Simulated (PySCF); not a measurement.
C3H11FOSi2.
Z-matrix (Å and degrees, PBE0-D3(BJ)/def2-SVP geometry), rows numbered from 1:
```
C 
Si  1  1.8649
C   2  1.8672  1  112.94
C   2  1.9006  1  111.49  3  -123.02
F   4  1.3930  2  106.92  1  -171.26
O   2  1.6682  1  108.47  3   121.60
Si  6  1.6601  2  139.31  1   159.49
H   1  1.1007  2  111.08  3  -178.25
H   1  1.1014  2  110.21  3   -58.84
H   1  1.1015  2  111.46  3    60.80
H   3  1.1016  2  111.42  1   -53.66
H   3  1.1009  2  111.02  1    67.00
H   3  1.1012  2  109.87  1  -173.37
H   4  1.1049  2  111.82  1   -52.69
H   4  1.1044  2  113.60  1    69.02
H   7  1.4940  6  111.13  2    48.38
H   7  1.4932  6  110.97  2   -73.51
H   7  1.4919  6  107.64  2   167.61
```

Method used: PySCF, TDDFT CAM-B3LYP/def2-SVPD, vertical, gas phase, core orbitals frozen in the response.

Frontier orbitals with the atoms that hold most of them (Löwdin shares over 4%, at most four atoms; ? is withheld):

| orbital | ε (eV) | atoms |
| --- | --- | --- |
| HOMO-3 | -10.67 | Si7 20%, H16 16%, C1 15%, Si2 10% |
| HOMO-2 | -10.45 | Si7 23%, H17 16%, O6 14%, H18 14% |
| HOMO-1 | -9.75 | ? |
| HOMO | ? | C4 23%, O6 19%, Si2 13%, F5 12% |
| LUMO | 0.92 | ? |
| LUMO+1 | 1.41 | Si7 20%, C1 10%, Si2 7%, H16 6% |
| LUMO+2 | 1.50 | Si7 38%, H16 9%, H18 9%, H17 9% |

Give the leading atoms of the LUMO.

Si2 (bonded to 3 C and O) 17%; Si7 (bonded to O and 3 H) 11%; C1 (bonded to Si and 3 H) 9%; C3 (bonded to Si and 3 H) 8%. By element: silicon 28%, carbon 17% or more.

Give the leading atoms of the HOMO-1.

O6 (bonded to 2 Si) 27%; C1 (bonded to Si and 3 H) 14%; C3 (bonded to Si and 3 H) 11%; Si7 (bonded to O and 3 H) 11%. By element: oxygen 27%, carbon 25% or more, silicon 11% or more.

What is the HOMO energy, and the HOMO–LUMO gap?

ε(HOMO) = -9.46 eV; the gap is 10.38 eV (0.3816 hartree).

How does S1 compare with the orbital gap of 10.38 eV?

S1 is at 7.36 eV (f = 0.0090), 3.02 eV below the gap, made of HOMO→LUMO (48%), HOMO→LUMO+1 (35%). 

Next come S2 at 7.59 eV (f 0.0014), HOMO-1→LUMO (49%), HOMO-1→LUMO+1 (26%); S3 at 7.74 eV (f 0.026), HOMO→LUMO (30%), HOMO→LUMO+1 (27%), HOMO→LUMO+2 (10%); S4 at 7.94 eV (f 0.018), HOMO-2→LUMO (23%), HOMO→LUMO+2 (18%), HOMO-2→LUMO+1 (13%); S5 at 8.14 eV (f 0.027), HOMO-1→LUMO+1 (40%), HOMO-1→LUMO (30%), HOMO-3→LUMO (16%).

Löwdin shares depend on the basis, the more so with diffuse functions.

One conformer stands for the species.

Without π bonds the low states are Rydberg-like; a valence basis with one diffuse set may place them up to an eV too high.
